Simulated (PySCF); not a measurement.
C2H6FGa, SMILES C[CH2][GaH][F].

Coordinates come from a PBE-D3(BJ)/def2-SVP optimisation. The structure was generated by enumeration; whether it is a known compound was not checked. The values are those of a single conformer.

All values below come from PBE/def2-TZVP (PySCF).

Symmetry labels are those of the subgroup Cs that the program uses (full group Cs).

Computed valence orbital energies around the gap with their symmetry:
```json
[
 {"orbital": "HOMO−7", "symmetry": "A\"", "energy (eV)": "-10.95"},
 {"orbital": "HOMO−6", "symmetry": "A'", "energy (eV)": "-10.20"},
 {"orbital": "HOMO−5", "symmetry": "A'", "energy (eV)": "-9.38"},
 {"orbital": "HOMO−4", "symmetry": "A\"", "energy (eV)": "-8.66"},
 {"orbital": "HOMO−3", "symmetry": "A'", "energy (eV)": "-8.60"},
 {"orbital": "HOMO−2", "symmetry": "A\"", "energy (eV)": "-8.38"},
 {"orbital": "HOMO−1", "symmetry": "A'", "energy (eV)": "-8.20"},
 {"orbital": "HOMO", "symmetry": "A'", "energy (eV)": "-6.69"},
 {"orbital": "LUMO", "symmetry": "A\"", "energy (eV)": "-1.95"},
 {"orbital": "LUMO+1", "symmetry": "A'", "energy (eV)": "-0.68"},
 {"orbital": "LUMO+2", "symmetry": "A'", "energy (eV)": "-0.03"},
 {"orbital": "LUMO+3", "symmetry": "A'", "energy (eV)": "1.30"}
]
```
